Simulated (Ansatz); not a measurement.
A nudged elastic band was laid between two geometries of C2H5NSi (9 atoms, charge 0, multiplicity 1).

The calculation used Ansatz 0.2.0, RKS B3LYP/def2-SVP.

```
movable images  : 5
climbing image  : yes
spring          : 5.0 eV/Å²
optimiser       : quadratic models (default)
start path      : through a guess of the saddle point
force threshold : 0.05 eV/Å
iteration limit : 56
end points      : relaxed
```

First end point:

```xyz
9
Properties=species:S:1:pos:R:3
Si -0.005 0.765 -1.117
N -0.678 -0.011 0.323
C 0.165 -0.311 1.544
C -0.159 -1.333 0.842
H 1.455 0.486 -1.351
H -0.196 2.236 -0.974
H -0.781 0.286 -2.298
H 0.557 0.222 2.403
H -0.269 -2.386 0.612
```

Last end point:

```xyz
9
Properties=species:S:1:pos:R:3
Si 0.017 0.663 -1.182
N -0.565 -0.504 0.014
C -0.399 -0.281 1.502
C 0.365 -1.178 0.999
H 0.359 -0.089 -2.424
H 1.223 1.452 -0.747
H -1.096 1.610 -1.476
H -0.884 0.284 2.290
H 1.068 -2.004 1.007
```

Problem. What changes between the two ends?

Solution. No bond is made or broken. The dihedral H6–Si1–N2–C4 goes from -152 to -30°. The two ends are copies of one structure, up to a mirror image or an exchange of like atoms.

Problem. Give the energies along the band, and the barrier.

Solution. The run converged. The highest image is number 3 of 0 to 6, 0.065 eV above the ends, which have the same energy within 2 meV. A vibrational analysis at the climbing image gives one clearly imaginary mode, 132i cm⁻¹: a first-order saddle point.

```json
{"image": "0", "path coordinate (Å)": "0.00", "energy (eV)": "0.000", "dihedral H6–Si1–N2–C4 (°)": "-152"}
{"image": "1", "path coordinate (Å)": "0.66", "energy (eV)": "0.015", "dihedral H6–Si1–N2–C4 (°)": "-131"}
{"image": "2", "path coordinate (Å)": "1.31", "energy (eV)": "0.049", "dihedral H6–Si1–N2–C4 (°)": "-110"}
{"image": "3", "path coordinate (Å)": "1.96", "energy (eV)": "0.065", "dihedral H6–Si1–N2–C4 (°)": "-88"}
{"image": "4", "path coordinate (Å)": "2.59", "energy (eV)": "0.047", "dihedral H6–Si1–N2–C4 (°)": "-69"}
{"image": "5", "path coordinate (Å)": "3.22", "energy (eV)": "0.015", "dihedral H6–Si1–N2–C4 (°)": "-49"}
{"image": "6", "path coordinate (Å)": "3.85", "energy (eV)": "0.000", "dihedral H6–Si1–N2–C4 (°)": "-30"}
```

Problem. What is the geometry of the highest image?

Solution. 
```xyz
9
Properties=species:S:1:pos:R:3
Si -0.028 0.672 -1.158
N -0.732 -0.328 0.137
C -0.161 -0.208 1.543
C 0.174 -1.268 0.908
H 1.108 -0.035 -1.834
H 0.486 1.973 -0.620
H -1.086 0.952 -2.166
H -0.273 0.450 2.397
H 0.601 -2.256 0.776
```

Problem. What are the harmonic wavenumbers there?

Solution. 132i, 225, 255, 352, 537, 633, 699, 712, 759, 937, 947, 955, 963, 983, 1102, 1803, 2178, 2183, 2242, 3286, 3351 cm⁻¹.

The band took 14 iterations and about 8 core-minutes.

Run time: 10 min on 1 thread of AMD EPYC (Zen 3), on a shared host, peak memory 0.17 GiB.
